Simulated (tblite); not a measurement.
Species: C6H9FOSi.
Structure used (GFN2-xTB), in Å, numbered top down from 1:
```
atom  x, y, z in Å
C1    -2.0225    1.7167   -2.4143
C2    -1.9940    1.3991   -1.1221
C3    -1.0658    0.4672   -0.5441
C4    -0.9234    0.0624    0.7336
F5    -1.6777    0.4658    1.7853
Si6    0.4887   -1.1506    0.3873
O7     2.0025   -0.7779    0.8044
C8     2.6963   -1.0205    1.9952
C9     0.0222   -0.3054   -1.2642
H10   -1.3335    1.2790   -3.1170
H11   -2.7321    2.4224   -2.8106
H12   -2.6953    1.8496   -0.4303
H13    0.1713   -2.5572    0.6166
H14    2.2958   -0.4039    2.8018
H15    3.7426   -0.7634    1.8292
H16    2.6220   -2.0703    2.2843
H17   -0.3742   -0.9516   -2.0432
H18    0.7683    0.3450   -1.7133
```

Computed values, GFN2-xTB/tblite, gas phase, harmonic and unscaled. Errors from tens to a few hundred cm⁻¹ against measured bands are possible. Modes of hydrogen on silicon can be 10 to 20 % off. One conformer, not necessarily the lowest.

Harmonic wavenumbers (cm⁻¹): 49.9, 72.2, 77.2, 122.5, 142.3, 159.9, 204.6, 245.8, 289.6, 309.4, 418.5, 457.3, 485.7, 562.7, 656.2, 669.1, 683.7, 729.5, 773.0, 827.8, 881.7, 894.0, 1004.9, 1006.8, 1062.1, 1124.3, 1127.8, 1136.8, 1157.5, 1175.8, 1281.1, 1299.8, 1404.2, 1411.3, 1465.2, 1475.5, 1480.1, 1622.3, 1651.4, 2279.8, 2964.8, 2975.0, 2998.1, 3003.1, 3018.4, 3051.6, 3106.0, 3132.7.

A = 2590, B = 795.2, C = 662.6 MHz; mass 144.041 u (most abundant isotopes); point group C1, symmetry number 1.

Q: What is the zero-point energy?

A: Half the sum of the wavenumbers: 29064 cm⁻¹ = 347.69 kJ/mol.

Q: Entropy at 500 K, 1 bar (ideal gas, RRHO, classical rotation)?

A: Translation 181.59, rotation 131.32, vibration 228.65: S = 541.6 J/(mol K).

Q: And Cp and H(500 K) − H(0)?

A: Cp = 240.79 J/(mol K), of which vibrations give 207.53 (their classical limit is 48 R = 399.1); H(500 K) − H(0) = 73.42 kJ/mol without the zero-point energy, 56.79 from vibrations.

Q: Blend soft modes into free rotors: weight 1/[1 + (100 cm⁻¹/ν̃)⁴] for the oscillator and the rest for a rotor with moment μB/(μ + B), μ = h/(8π²ν), B = 10⁻⁴⁴ kg m². What vibrational entropy results?

A: 210.49 J/(mol K) in place of 228.65, which changes −T·S at 500 K by +9.08 kJ/mol.

Q: Which modes carry the vibrational entropy at 500 K?

A: 49.9 cm⁻¹: 24.46; 72.2 cm⁻¹: 21.39; 77.2 cm⁻¹: 20.84; 122.5 cm⁻¹: 17.03; 142.3 cm⁻¹: 15.80; 159.9 cm⁻¹: 14.84 J/(mol K); the other 42 give 114.29 together.

Hindered rotation and anharmonicity are outside this model. Other conformers, if any are populated, would add a mixing term that is left out. The structure is chiral; the term R ln 2 for an equal mix with its mirror image is left out.
